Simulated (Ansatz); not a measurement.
The same path of FH₃S₂Si (7 atoms, charge 0, multiplicity 1) was run 3 times with different band settings. Lost on the way: Si2–H5. Made: S3–H5.

Computed with RKS PBE/def2-SVPD (Ansatz).

Relaxed end points:

```xyz
7
Properties=species:S:1:pos:R:3
F -1.203 -1.311 0.088
Si 0.019 -0.206 -0.082
S 0.816 0.453 1.797
S -0.792 1.569 -0.973
H 1.062 -0.913 -0.887
H 1.765 -0.527 1.828
H -1.605 0.868 -1.817
```

```xyz
7
Properties=species:S:1:pos:R:3
F -1.755 -0.924 1.003
Si -0.879 -0.859 -0.441
S 1.215 0.130 1.135
S -1.460 1.211 -1.010
H 2.053 0.351 0.084
H 1.842 -1.041 1.452
H -0.956 1.064 -2.268
```

Common settings: movable images 9; climbing image yes; optimiser quadratic models (default); start path through a guess of the saddle point; force threshold 0.03 eV/Å; iteration limit 60; end points relaxed.

| run | spring |
| --- | --- |
| 1 | 5.0 eV/Å² |
| 2 | 20.0 eV/Å² |
| 3 | 2.0 to 10.0 eV/Å², energy-weighted |

(1) What does each run give, and how far can it be trusted?

Results:

(1) Run 1: converged after 17 iterations, highest image 2.269 eV above the first end. A vibrational analysis at the climbing image gives one clearly imaginary mode, 791i cm⁻¹: a first-order saddle point.
Run 2: converged after 15 iterations, highest image 2.269 eV above the first end. Another band between the same ends (9 images) ends at a top of the same energy, where a vibrational analysis finds 1 clearly imaginary mode.
Run 3: converged after 13 iterations, highest image 2.269 eV above the first end. Neighbouring images differ by up to 1.3 eV, so the band resolves the path poorly. Another band between the same ends (9 images) ends at a top of the same energy, where a vibrational analysis finds 1 clearly imaginary mode.
The orbitals stay closed-shell, which can raise the energy where a bond breaks towards radicals; this wasn't checked here.
